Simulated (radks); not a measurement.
The nuclear charge of the thallium ion Tl+ is varied continuously with 80 electrons held in [Hg]. Method: Dirac Kohn-Sham, PBE, spin-unpolarised, spherical densities, point nucleus; computed with a radial shooting solver on a logarithmic mesh with Libxc functionals. By the Hellmann-Feynman theorem dE/dZ = E(electron-nucleus)/Z, the electronic potential at the nucleus.

Z     E (hartree)  E(electron-nucleus)/Z (hartree)   HOMO  e(HOMO) (eV)  <r> HOMO (bohr)
80    -19662.1543                         -620.225  6s1/2        -6.829            2.697
80.2  -19786.4503                         -622.735  6s1/2        -8.577            2.624
80.4  -19911.2487                         -625.249  6s1/2       -10.404            2.557
80.6  -20036.5502                         -627.766  6s1/2       -12.303            2.496
80.8  -20162.3556                         -630.288  6s1/2       -14.274            2.441
81    -20288.6656                         -632.813  6s1/2       -16.311            2.389
81.2  -20415.4813                         -635.344  6s1/2       -18.413            2.341
81.4  -20542.8034                         -637.878  6s1/2       -20.578            2.296
81.6  -20670.6329                         -640.418  6s1/2       -22.804            2.254
81.8  -20798.9708                         -642.962  6s1/2       -25.090            2.215
82    -20927.8181                         -645.512  6s1/2       -27.432            2.177

The central difference of E at Z = 81 is -632.814 hartree, to compare with the third column; the second derivative is -12.6 hartree.
